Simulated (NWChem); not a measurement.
System: SiBr2, singlet; SMILES [Si](Br)Br

```xyz
3

Si     0.0000     0.0000     1.1907
Br     1.7780     0.0000    -0.2331
Br    -1.7780     0.0000    -0.2331
```
Atoms are numbered in this order, from 1.

All runs: NWChem. Low-valent species are run as closed-shell singlets; no triplet was tried in these runs. The geometry was optimised at PBE-D3(BJ)/def2-SVP. Vzz is the largest principal value of the second derivative of the potential at the nucleus (NWChem prints the opposite sign); η is the asymmetry. Non-relativistic.

```csv
level,Vzz Br3 (a.u.),η Br3
B3LYP/def2-SVP,2.902,0.78
B3LYP/def2-TZVP,2.937,0.74
Hartree-Fock/def2-SVP,3.155,0.57
Hartree-Fock/cc-pVTZ,___,0.59
```

Q: Fill in the missing entries.

A: 
- Hartree-Fock/cc-pVTZ, Vzz Br3 (a.u.): 3.023
